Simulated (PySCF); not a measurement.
Compound: C7H5FN2.
SMILES: `Fc1cccc2[nH]ncc12`

Method: PBE0/pcSseg-1 in PySCF (dipole) on a GFN2-xTB geometry, gas phase.

Take the most abundant isotopes and a rigid rotor. 

Task: Give the principal moments of inertia and the rotational constants in GHz.

Result: Ia = 224.27, Ib = 343.22, Ic = 567.49 u·Å²; 505379 MHz·u·Å²/I gives 2253, 1472 and 890.5 MHz, that is A = 2.2534, B = 1.4725, C = 0.8905 GHz.

Task: What kind of rotor is it?

Result: An asymmetric top: κ = (2 × 1472 − 2253 − 890.5)/(2253 − 890.5) = -0.15.

Task: Is it planar, by Δ = Ic − Ia − Ib?

Result: Planar: Δ = Ic − Ia − Ib = 0.00 u·Å². For a rigid frame Δ = −2 Σ m c², so it vanishes when all atoms lie in the ab plane; here none is more than 0.01 Å from it.

Task: Give the coordinates in the principal-axis frame, origin at the centre of mass.

Result: The sense of each axis is arbitrary; atoms in the order of the calculation.
```csv
atom,mass (u),a (Å),b (Å),c (Å)
F1,18.998,-1.816,1.798,0.000
C2,12.000,-1.219,0.591,0.000
C3,12.000,-1.980,-0.552,-0.001
C4,12.000,-1.366,-1.811,0.000
C5,12.000,0.001,-1.955,0.001
C6,12.000,0.765,-0.789,0.000
N7,14.003,2.104,-0.574,-0.001
N8,14.003,2.404,0.732,0.000
C9,12.000,1.278,1.394,0.001
C10,12.000,0.174,0.501,0.000
H11,1.008,-3.055,-0.471,-0.002
H12,1.008,-1.994,-2.689,0.001
H13,1.008,0.467,-2.928,0.001
H14,1.008,2.843,-1.257,-0.002
H15,1.008,1.268,2.465,0.002
```

Task: Where do the levels up to J = 3 lie, in MHz?

Result: Above 0(0,0):
J = 1: 1(0,1) 2363, 1(1,1) 3144, 1(1,0) 3726
J = 2: 2(0,2) 6864, 2(1,2) 7288, 2(1,1) 9034, 2(2,1) 11377, 2(2,0) 11602
J = 3: 3(0,3) 13211, 3(1,3) 13383, 3(1,2) 16815, 3(2,2) 18466, 3(2,1) 19432, 3(3,1) 23947, 3(3,0) 24006
Those of J = 1 are B + C, A + C and A + B.

Task: Which types of transition are allowed, and where do some lines up to J = 2 fall?

Result: The dipole components are |μa| = 0.17 D, |μb| = 2.82 D, |μc| = 0.00 D; the mirror of this Cs structure is the ab plane, so μc vanishes by symmetry and there are no c-type lines. The squared components, which scale the intensities, stand as 0.00 : 1.00 (a : b). Some lines, for components of 0.1 D or more:

```csv
type,branch,"J(Ka,Kc)",MHz,lower level (cm⁻¹)
a,Q,"1(1,0) ← 1(1,1)",582,0.105
b,Q,"1(1,0) ← 1(0,1)",1363,0.079
a,Q,"2(1,1) ← 2(1,2)",1746,0.243
b,Q,"2(1,1) ← 2(0,2)",2170,0.229
b,Q,"2(2,0) ← 2(1,1)",2568,0.301
b,R,"2(0,2) ← 1(1,1)",3720,0.105
b,Q,"2(2,1) ← 2(1,2)",4089,0.243
a,R,"2(1,2) ← 1(1,1)",4144,0.105
a,R,"2(0,2) ← 1(0,1)",4501,0.079
b,R,"2(1,2) ← 1(0,1)",4925,0.079
a,R,"2(1,1) ← 1(1,0)",5308,0.124
b,R,"2(2,1) ← 1(1,0)",7651,0.124
```

Task: Estimate the classical rotational partition function at 100 K, 200 K and 500 K.

Result: Point group Cs, symmetry number σ = 1; q = (√π/σ)·√((kT/h)³/(ABC)), k/h = 20836.6 MHz/K: 98100 at 100 K, 277000 at 200 K, 1100000 at 500 K.

Not checked by GFN2-xTB frequencies. No vibrational averaging or centrifugal distortion is included, and the geometry carries the error of its method. Quadrupole hyperfine structure (14N) is left out.
